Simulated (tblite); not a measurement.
Isomers of C7H11P. All values are computed: GFN2-xTB (tblite) harmonic vibrations without scaling, gas phase. Errors from tens to a few hundred cm⁻¹ against measured bands are possible. One conformer each.

Electronic energies: GFN2-xTB at the same geometries; isomer energies are rough at this level and their order can be wrong.

```csv
SMILES,"electronic energy, lowest = 0 (kcal/mol)"
C#CCP(C)C(=C)C,10.2
C=C[C@@H]1[C@@H](C)P1C=C,0.0
C#CCP(C)CC=C,12.1
C#CCP1[C@H](C)[C@@H]1C,4.0
```

Q: How do GFN2-xTB zero-point energies change the relative energies?

A: 
| SMILES | ZPE (kcal/mol) | of it from modes above 1550 cm⁻¹ | electronic (kcal/mol) | with ZPE, lowest = 0 (kcal/mol) | lowest mode (cm⁻¹) | rings |
| --- | --- | --- | --- | --- | --- | --- |
| C=C[C@@H]1[C@@H](C)P1C=C | 97.2 | 52.7 | 0.0 | 0.0 | 35 | 1 |
| C#CCP1[C@H](C)[C@@H]1C | 97.2 | 50.9 | 4.0 | 4.0 | 16 | 1 |
| C#CCP(C)C(=C)C | 95.6 | 53.6 | 10.2 | 8.6 | 34 | 0 |
| C#CCP(C)CC=C | 95.3 | 53.5 | 12.1 | 10.2 | 45 | 0 |

The zero-point energies span 1.9 kcal/mol, from `C#CCP(C)CC=C` to `C=C[C@@H]1[C@@H](C)P1C=C`. The order is unchanged.

Q: What do entropy and thermal enthalpy add at 298.15 K and 1 bar (rigid rotor, harmonic oscillator, one conformer each)?

A: 
```tsv
SMILES	point group	symmetry number	S (cal/(mol K))	H − H(0) (kcal/mol)	ZPE + H − H(0) − TS (kcal/mol)
C=C[C@@H]1[C@@H](C)P1C=C	C1	1	98.6	6.92	74.7
C#CCP(C)C(=C)C	C1	1	101.6	7.49	72.8
C#CCP(C)CC=C	C1	1	103.4	7.51	72.0
```

Not tabulated: `C#CCP1[C@H](C)[C@@H]1C` (lowest mode only 16 cm⁻¹).
